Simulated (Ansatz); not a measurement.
H5NSi2, SMILES `N[Si][SiH3]` (excited triplet) (charge 0, multiplicity 3). This triplet is an excited state, 1.40 eV above the relaxed singlet at the level frozen-core CCSD(T)/cc-pVTZ // PBE0-D3(BJ)/def2-TZVP (Ansatz, an electronic-structure program).

Cartesian coordinates (Å):
```xyz
8

N     -1.9266    -0.0580    -0.3073
Si    -0.4823    -0.9937    -0.3955
Si     1.5004     0.0650     0.2462
H     -2.3548     0.3396    -1.1285
H     -2.5916    -0.1737     0.4413
H      2.5821    -0.9401     0.0715
H      1.4709     0.5048     1.6700
H      1.8018     1.2560    -0.5977
```
Charge 0, spin multiplicity 3.

Frozen-core energies in 6-31g from Ansatz at a geometry from PBE0-D3(BJ)/def2-TZVP; the HF reference has <S^2> = 2.01 and the T1 diagnostic is 0.017.

```tsv
level	energy (Ha)
HF	-635.04847
MP2	-635.24522
CCSD	-635.28037
```

**Question.** Estimate the energies of CCSD(T), CCSDT and CCSDT(Q), and give each level's difference from CCSDT(Q).

**Answer.** 
| level | energy (Ha) | difference from CCSDT(Q) (mHa) |
|---|---|---|
| MP2 | -635.24522 | 40.86 |
| CCSD | -635.28037 | 5.71 |
| CCSD(T) | -635.28479 | 1.29 |
| CCSDT | -635.28556 | 0.52 |
| CCSDT(Q) | -635.28608 | 0.00 |
